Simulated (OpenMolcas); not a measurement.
**Mn5+, Tc5+, Re5+: d² down the group**

| Property | Result |
| --- | --- |
| Program | OpenMolcas 26.06 |
| Method | CASSCF |
| Basis | ANO-R2 |
| Scalar Hamiltonian | X2C, finite nucleus |
| Spin-orbit coupling | state interaction with AMFI integrals over the reference wave functions, term energies averaged over their components |

Active space for each ion: 2 electrons in 5 orbitals (d).

Computed levels in cm-1 above ³F₂:

```csv
Level,Mn5+,Tc5+,Re5+
³F₃,736,2027,8098
³F₄,1672,4343,14995
¹D₂,18780,14377,18761
³P₀,21824,15404,16516
³P₁,22087,16247,21187
³P₂,22681,18404,30209
¹G₄,28748,21784,29101
¹S₀,69566,50604,57068
weight of ³F in the lowest level (%),100,98,91
```

Mixed levels, with the weight of the term that names them: Tc5+ ¹D₂ (75 %), Re5+ ¹D₂ (51 %), Re5+ ³P₂ (58 %).

Measured, with the error of the calculation in %. Measured levels: Mn5+ from Corliss and Sugar, J. Phys. Chem. Ref. Data 6, 1253 (1977).

```
Level           Mn5+
  ³F₃     746 (-1.4)
  ³F₄    1669 (+0.2)
  ¹D₂  15336 (+22.5)
  ³P₀  17782 (+22.7)
  ³P₁  18057 (+22.3)
  ³P₂  18628 (+21.8)
  ¹G₄  25511 (+12.7)
```

The fine-structure level ³F₄ changes by a factor of 8.97 from Mn5+ to Re5+.

Without spin-orbit coupling ¹D lies 17902, 12481, 11587 cm-1 above ³F in that order; the difference to the level ¹D₂, of either sign, comes from spin-orbit coupling, which also lowers the zero.

Without dynamic correlation excited terms often stand tens of per cent too high (terms of higher spin than the ground term too low), and those without a measured partner can miss by more than the paired ones. Measured partners are found by configuration, term and J. A level has none where our copy of the source lacks it or the pairing is in doubt (some pairs that miss far off the trend of their configuration count as doubtful), and it then counts in no deviation. Only configurations of the active space appear.
